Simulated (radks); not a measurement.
Species: the ytterbium ion Yb+. Configuration: [Xe] 4f14 6s1 (the NIST ground configuration).

Method: Dirac Kohn-Sham, OLYP, spin-unpolarised, spherical densities, finite nucleus; Fermi nuclear charge, rms radius 5.3108 fm; computed with a radial shooting solver on a logarithmic mesh with Libxc functionals.

Energy parts (eV):
| part | energy |
|---|---|
| total | -383114.38 |
| kinetic | 425476.40 |
| electron-nucleus | -950819.14 |
| Hartree | 150387.59 |
| exchange-correlation | -8159.24 |

Orbitals (lengths in bohr, moments of r in powers of bohr):
orbital  occ.  eigenvalue (eV)      <r>   <1/r>       <r^4>  small-component weight
1s1/2       2        -61151.35  0.01967   80.60   7.564e-07                6.89e-02
2s1/2       2        -10366.19  0.08275   19.46   0.0001156                1.55e-02
2p1/2       2        -9889.848  0.06872   19.44  0.00007037                1.55e-02
2p3/2       4        -8843.082  0.07622   16.69  0.00009805                1.42e-02
3s1/2       2        -2342.204   0.2162   7.135    0.004342                5.03e-03
3p1/2       2        -2131.726   0.2060   7.053    0.003871                4.97e-03
3p3/2       4        -1909.411   0.2200   6.347    0.004954                4.59e-03
3d3/2       4        -1551.100   0.1934   6.237    0.003434                4.47e-03
3d5/2       6        -1502.450   0.1977   6.066    0.003705                4.36e-03
4s1/2       2        -466.0003   0.4877   2.987      0.1054                1.63e-03
4p1/2       2        -380.7646   0.4954   2.877      0.1174                1.54e-03
4p3/2       4        -330.3848   0.5279   2.631      0.1512                1.39e-03
4d3/2       4        -190.1538   0.5530   2.409      0.2071                1.21e-03
4d5/2       6        -180.9692   0.5646   2.348      0.2251                1.17e-03
5s1/2       2         -61.6893    1.208   1.106       4.064                3.23e-04
5p1/2       2         -38.6315    1.362  0.9689       7.098                2.52e-04
5p3/2       4         -32.4813    1.477  0.8820       9.944                2.15e-04
4f5/2       6         -10.6669   0.7686   1.757       2.376                7.13e-04
4f7/2       8          -9.3370   0.7905   1.722       2.912                6.91e-04
6s1/2       1          -8.8705    3.616  0.3484       344.2                3.57e-05

The highest occupied level is 6s1/2 at -8.871 eV. Summed over all electrons, <r^2> = 51.10 bohr^2, which gives a Langevin (diamagnetic) susceptibility term of -40.5 x 10^-6 cm^3/mol. The electron density at the nucleus is 1.027e+06 e/bohr^3. For comparison, the ionisation energy in NIST's Atomic Spectra Database is 12.179 eV (measured). In exact Kohn-Sham theory the highest level is minus the ionisation energy, but local and semilocal functionals leave it too shallow, through self-interaction and a potential that decays too fast; potentials with the right tail come closer.

Beside tabulated values, note that spin-unpolarised runs miss the spin-polarisation part of the exchange energy of open shells.
